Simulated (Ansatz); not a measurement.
Computed with Ansatz on PBE0-D4/def2-TZVP structures; ΔE is electronic, products minus reactants. CCSD(T)/CBS is the MP2 limit (def2-TZVPP, def2-QZVPP) plus CCSD(T) − MP2 in def2-TZVPP, frozen cores. Functionals use def2-TZVPP. Each species was taken in one conformer, which may not be the lowest.

`N[SiH2]S[SiH3]` + `CCB(O)O` → `CCB(O)O[SiH3]` + `N[SiH2]S`  (ligand exchange at the Si–S bond)

CCSD(T)/CBS gives -5.6 kcal/mol.

Problem. Another level gave -10.5 kcal/mol. Which?
A. B2PLYP/def2-TZVPP
B. PBE/def2-TZVPP
C. MP2/def2-TZVPP
D. HF/def2-TZVPP

Solution. D. HF/def2-TZVPP -10.5, MP2/def2-TZVPP -5.3, PBE -2.3, B2PLYP -6.7 kcal/mol.

Largest T1 diagnostic among the species: 0.012.

In def2-TZVPP, CCSD(T) changes the Hartree–Fock value by +4.4 kcal/mol (the triples alone add +0.9 kcal/mol) and MP2 by +5.2 kcal/mol. From PBE to PBE0 (25 % exact exchange), in def2-TZVPP and without D4, ΔE moves by −0.8 kcal/mol.
